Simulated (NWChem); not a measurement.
Species: CH4F3NSi; SMILES F[Si](F)(NC)F

```xyz
10

C     -0.0300     2.3804     0.0772
N      0.6919     1.1256     0.1152
Si     0.0185    -0.4090    -0.0068
F     -0.6718    -0.9887     1.3212
F      1.1634    -1.4572    -0.3985
F     -1.1460    -0.4208    -1.1075
H     -0.1633     2.8331     1.0753
H     -1.0293     2.2210    -0.3535
H      0.4800     3.1132    -0.5683
H      1.6785     1.1974     0.3355
```
Atoms are numbered in this order, from 1.

Program: NWChem. Pople sets run with spherical d functions. All runs use the structure optimised with PBE0/def2-SVP.

For level HCTH/407/6-31G*:

| Item | Value |
|---|---|
| highest occupied level (eV) | -6.23 |
| orbital gap (eV) | 6.40 |

What are these values for level BLYP/6-31G*?

The highest occupied level (eV) comes out as -5.84 and the orbital gap (eV) is 6.20.
